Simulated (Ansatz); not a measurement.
Species: CH₄FSi, charge 0, multiplicity 2. It need not be the lowest isomer of its formula. SMILES: [CH2][SiH2]F
Geometry from a B3LYP-D3(BJ)/def2-TZVP (Ansatz, a program for electronic structure) optimisation:
```xyz
7

C      1.5314     0.3493     0.1484
Si    -0.3005     0.3165     0.1960
F     -0.8377    -0.9993    -0.5586
H      2.1371    -0.5331     0.3238
H      2.0945     1.2586    -0.0293
H     -0.8135     0.2375     1.5832
H     -0.8599     1.5032    -0.4853
```
Charge 0, spin multiplicity 2.

Property: atomisation energy (electronic, to ground-state atoms), in kcal/mol. Valence correlation only, unless marked. UHF or UKS for open shells. Spin-orbit coupling is left out. No relativistic terms. The coupled-cluster limit lacks core correlation, which all-electron functionals hold. Basis-set limits of correlation are two-point, X^-3; Hartree-Fock from the larger set.

```json
[
 {"level": "PBE-D4/def2-TZVPD", "program": "Ansatz + dftd4", "atomisation energy (kcal/mol)": "580.3"}
]
```

Task: What does CCSD(T)/CBS(cc-pV(T+d)Z,cc-pV(Q+d)Z) (Ansatz) give?

Result: 580.8 kcal/mol
